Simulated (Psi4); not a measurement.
HfI3 (SMILES [I][Hf+]([I])[I]), charge +1, singlet, geometry from GFN2-xTB (such geometries of metal compounds can be far from the true shape) (the multiplicity is a formal guess) (core potentials on Hf, I), with bond 4-1 at 1.3 times its length. Base run: HF/def2-SVP run with Psi4.

Here is a job for Psi4.
```
memory 2 GB

molecule mol {
1 1
  Hf   -0.000000   -0.000000   -0.000000
  I    -2.162430   -1.662727   -0.263095
  I    -0.033601    2.484822   -1.155212
  I     2.854840   -1.068724    1.843798
}

set basis def2-svp
set reference rhf

energy('scf')
print_variables()
```

Each row names what was changed in the base input (with any setting that the change needs).

| change | ΔE vs base (µEh) | SCF cycles | basis functions | outcome |
|---|---|---|---|---|
| base | 0.0 | 12 | 110 | converged |
| df_basis_scf = def2-universal-jkfit | 0.0 | 12 | 110 | converged |
| damping_percentage = 20 | -10.0 | 13 | 110 | converged |
| soscf = true | 0.0 | 7 | 110 | converged |
| scf_initial_accelerator = ediis | 0.0 | 12 | 110 | converged |
| scf_type = disk_df | 0.0 | 12 | 110 | converged |
| diis_max_vecs = 15 | 0.0 | 12 | 110 | converged |
| scf_type = dfdirj+link | -59.8 | 12 | 110 | converged |
| d_convergence = 1e-10 | 0.0 | 22 | 110 | converged |
| df_basis_scf = cc-pvtz-jkfit | - | - | 110 | input refused |
| d_convergence = 1e-4 | 0.1 | 11 | 110 | converged |
| ints_tolerance = 1e-8 | 0.0 | 12 | 110 | converged |
| diis_max_vecs = 3 | 0.0 | 14 | 110 | converged |

- df_basis_scf = cc-pvtz-jkfit: ended with `psi4.driver.qcdb.exceptions.BasisSetNotFound: BasisSet::construct: Unable to find a basis set for atom 1 for key JKFIT among:`
